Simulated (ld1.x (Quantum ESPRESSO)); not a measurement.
## u(r) = r·R(r): atom against pseudo-atom (Sc)

Columns: radius, all-electron u(r) and pseudo u(r) of the 4s shell (level -9.73 eV) of scandium in the configuration [Ar] 3d1 4s1 4p0; PBE, scalar-relativistic, TM scheme, ld1.x (Quantum ESPRESSO) 7.5.

| r (bohr) | all-electron | pseudo |
| --- | --- | --- |
| 0.182 | -0.1501 | -0.0173 |
| 0.365 | -0.0633 | -0.0359 |
| 0.548 | 0.1669 | -0.0573 |
| 0.730 | 0.2813 | -0.0828 |
| 0.912 | 0.2660 | -0.1141 |
| 1.095 | 0.1674 | -0.1531 |
| 1.277 | 0.0328 | -0.2004 |
| 1.460 | -0.1085 | -0.2568 |
| 1.642 | -0.2381 | -0.3202 |
| 1.825 | -0.3496 | -0.3878 |
| 2.007 | -0.4392 | -0.4534 |
| 2.190 | -0.5082 | -0.5119 |
| 2.372 | -0.5574 | -0.5579 |
| 2.555 | -0.5898 | -0.5898 |
| 2.738 | -0.6075 | -0.6075 |
| 2.920 | -0.6130 | -0.6130 |
| 3.102 | -0.6083 | -0.6083 |
| 3.285 | -0.5953 | -0.5953 |
| 3.468 | -0.5758 | -0.5758 |
| 3.650 | -0.5514 | -0.5514 |
| 3.832 | -0.5234 | -0.5234 |
| 4.015 | -0.4930 | -0.4930 |
| 4.198 | -0.4614 | -0.4614 |
| 4.380 | -0.4295 | -0.4295 |
| 4.562 | -0.3979 | -0.3979 |
| 4.745 | -0.3669 | -0.3669 |

How many radial nodes do the two functions have?

The all-electron 4s function has n − l − 1 = 3 (the table is too coarse to show those close to the nucleus); the pseudo-wave has 0, since the states of the same l below it are removed with the core.

At about which radius was the pseudo-wave matched?

2.85 bohr. The columns agree to 0.0005 from 2.37 bohr on; several derivatives are matched, so the curves merge somewhat inside the radius.

Is the pseudo-wave norm-conserving?

Yes: the TM scheme keeps the norm inside the radius equal to the all-electron one, which fixes the energy derivative of the logarithmic derivative at the level.
